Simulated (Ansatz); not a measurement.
1-ethyl-3-methylimidazolium iodide (C₆H₁₁IN₂). Charge 0, multiplicity 3. Geometry PBE-D4/def2-SVP, that of the neutral singlet; atoms count from 1.

```xyz
20

C    -1.035    1.814    1.825
C    -1.320    1.535    0.352
N    -0.289    0.701   -0.272
C     1.056    1.025   -0.396
C     1.697   -0.084   -0.886
N     0.739   -1.072   -1.068
C     0.989   -2.477   -1.334
C    -0.448   -0.611   -0.587
H    -1.869    2.400    2.260
H    -0.103    2.400    1.957
H    -0.939    0.855    2.377
H    -2.274    0.985    0.243
H    -1.407    2.472   -0.238
H     1.443    2.014   -0.137
H     2.749   -0.249   -1.131
H     2.030   -2.603   -1.681
H     0.298   -2.852   -2.113
H     0.814   -3.036   -0.384
H    -1.412   -1.104   -0.728
I    -0.718   -2.115    1.942
```

In the def2 sets I takes a core potential; there is no spin–orbit coupling. In the triplet geometry the species has come apart into loosely held pieces. At PBE0-D4/def2-TZVP a singlet of charge 0 lies 3.23 eV below the triplet at the same geometry.

(1) Estimate the Mulliken populations from the PBE0/def2-TZVP orbitals of Ansatz.

(2) Where does the spin sit?

(3) And the Mayer bond orders between bonded heavy atoms (over 0.3)?

Results:

(1) 
```json
{"atom": "C1", "charge (e)": "-0.35", "spin (α − β)": "0.02"}
{"atom": "C2", "charge (e)": "-0.17", "spin (α − β)": "-0.02"}
{"atom": "N3", "charge (e)": "0.04", "spin (α − β)": "0.22"}
{"atom": "C4", "charge (e)": "-0.12", "spin (α − β)": "0.08"}
{"atom": "C5", "charge (e)": "-0.10", "spin (α − β)": "0.07"}
{"atom": "N6", "charge (e)": "0.01", "spin (α − β)": "0.19"}
{"atom": "C7", "charge (e)": "-0.30", "spin (α − β)": "-0.02"}
{"atom": "C8", "charge (e)": "-0.30", "spin (α − β)": "0.64"}
{"atom": "H9", "charge (e)": "0.12", "spin (α − β)": "0.01"}
{"atom": "H10", "charge (e)": "0.11", "spin (α − β)": "0.00"}
{"atom": "H11", "charge (e)": "0.15", "spin (α − β)": "0.00"}
{"atom": "H12", "charge (e)": "0.13", "spin (α − β)": "0.00"}
{"atom": "H13", "charge (e)": "0.12", "spin (α − β)": "0.02"}
{"atom": "H14", "charge (e)": "0.16", "spin (α − β)": "0.00"}
{"atom": "H15", "charge (e)": "0.16", "spin (α − β)": "0.00"}
{"atom": "H16", "charge (e)": "0.13", "spin (α − β)": "0.00"}
{"atom": "H17", "charge (e)": "0.13", "spin (α − β)": "0.02"}
{"atom": "H18", "charge (e)": "0.15", "spin (α − β)": "0.02"}
{"atom": "H19", "charge (e)": "0.17", "spin (α − β)": "0.01"}
{"atom": "I20", "charge (e)": "-0.24", "spin (α − β)": "0.76"}
```
Mulliken values and Mayer orders depend strongly on the basis.

(2) Summed by element: C 0.77, N 0.41, H 0.07, I 0.76, of 2 unpaired in all. Largest on single atoms: I20 0.76, C8 0.64, N3 0.22.

(3) C1–C2 1.02 (1.53 Å); C2–N3 0.92 (1.47 Å); N3–C4 1.16 (1.39 Å); N3–C8 1.05 (1.36 Å); C4–C5 1.64 (1.37 Å); C5–N6 1.19 (1.39 Å); N6–C7 0.95 (1.45 Å); N6–C8 1.06 (1.36 Å).
